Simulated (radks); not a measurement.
Values are calculated unless marked as measured or tabulated.
Fractional charge and spin in the 5s shell of erbium: the spin-up occupation runs from 0 to 1 and the spin-down occupation from 0 to 1; the fullest corner is Er2+, [Kr] 4d10 4f(up 6, down 6) 5p6 5s(up 1, down 1). Level of theory: scalar-relativistic Kohn-Sham, PBE, spin-polarised, spherical densities, point nucleus (a radial shooting solver on a logarithmic mesh with Libxc functionals). Energy (eV) above the fullest corner. The planes named below are the two flat planes that join the four corners, with an edge along up + down = one added electron.

down \ up,0,0.25,0.5,0.75,1
0,162.834,139.034,116.207,94.344,73.434
0.25,139.034,116.272,94.471,73.621,53.710
0.5,116.207,94.471,73.683,53.832,34.905
0.75,94.344,73.621,53.832,34.966,17.008
1,73.434,53.710,34.905,17.008,0.000

Corners above the fullest one (they belong to Er3+ and the next ion): (up 1, down 0) 73.434 eV, (up 0, down 1) 73.434 eV, (up 0, down 0) 162.83 eV. With half an added electron in each spin the energy lies 0.249 eV from the planes, and with half an added electron in spin up alone -1.927 eV. The planes are only a guide here: the flat-plane condition holds for ground states with one frontier orbital, while this shell lies below other occupied shells, so the corners above the fullest one are inner-hole states and not the ground states of those ions.
